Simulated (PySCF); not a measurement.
SnH₃Cl, SMILES [Cl][SnH3]. Heavy atoms are numbered as in [SnH3:1][Cl:2]. Hydrogens are named by the atom that carries them.

Coordinates come from a B3LYP-D3(BJ)/def2-TZVP optimisation. The def2 effective core potentials stand for the cores of Sn; spin–orbit coupling is left out.

Computed with PySCF with ωB97X/def2-TZVPD.

Mulliken values depend strongly on the basis, most of all with diffuse functions as here. ESP charges are fitted to the potential on shells at 1.4 to 2.0 van der Waals radii. Atomic charges (e), one atom of each kind:

```csv
atom,ESP fit,Mulliken
Sn1 (SnH3),(withheld),0.70
Cl2,(withheld),-0.44
H on Sn1,(withheld),-0.09
```

**Question.** Some entries are withheld; supply them. (An estimate is asked for; the answer gives what the named calculation found.)

**Answer.** 
- Sn1 (SnH3), ESP fit: 0.36
- Cl2, ESP fit: -0.26
- H on Sn1, ESP fit: -0.04
